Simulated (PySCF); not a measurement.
NO₃, SMILES [O]N([O])[O] (connectivity only; charge and spin as stated), neutral, multiplicity 2.

The structure is a stationary point at B3LYP-D3(BJ)/def2-TZVP.

Calculation: SMD-B3LYP/def2-SVP run with PySCF.

Solvation free energies are E(SMD) − E(gas) at the gas-phase geometry, for 1 M in both phases. In vacuum the dipole moment is 0.00 D.

Q: Estimate the solvation free energies in water, tetrahydrofuran, ethylethanoate. (An estimate is asked for; the answer gives what the named calculation found.)

A: 
```csv
solvent,ΔG(solv) (kcal/mol),its non-electrostatic (CDS) part,dipole (D)
water,3.9,6.1,0.00
tetrahydrofuran,-1.0,-0.5,0.00
ethylethanoate,-1.1,-0.6,0.00
```
